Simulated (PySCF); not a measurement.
Relaxation of singlet VF₅

All numbers come from PySCF, PBE, basis V def2-SVP, F def2-SVP (no relativity, density fitting). A (50,194) grid was used.

A start displaced from a saddle point along its imaginary mode, of C2v symmetry, held to at least that symmetry:

Coordinates in bohr (charge 0 multiplicity 1):
```
V     0.0000    0.0000    0.0277
F     0.0000    0.0000    3.2220
F     3.3120    0.0000   -0.3741
F     0.0000    3.0240   -1.2740
F    -3.3120    0.0000   -0.3741
F     0.0000   -3.0240   -1.2740
```

Optimiser trace:
```
step  E − E(last) (kJ/mol)  largest gradient (Eh/bohr)
   0                  7.92                     0.01350
   1                  5.38                     0.00294
   2                  4.88                     0.00188
   3                  2.72                     0.00628
   4                  1.97                     0.00562
   5                  0.38                     0.00448
   6                  0.14                     0.00283
   7                  0.01                     0.00048
   8                  0.00                     0.00014
   9                  0.00                     0.00014
```

It ends at D3h with V–F 1.711 Å (×3), V–F 1.748 Å (×2); F–V–F 90.0° (×6), F–V–F 120.0° (×3), F–V–F 180.0° (after a last refinement on a finer grid). The frequency run here used a shortcut that can spoil soft modes, so no verdict on minimum or saddle point is given. Other isomers or separated fragments may lie lower.

The relaxation took about 60 core-seconds on a shared host.
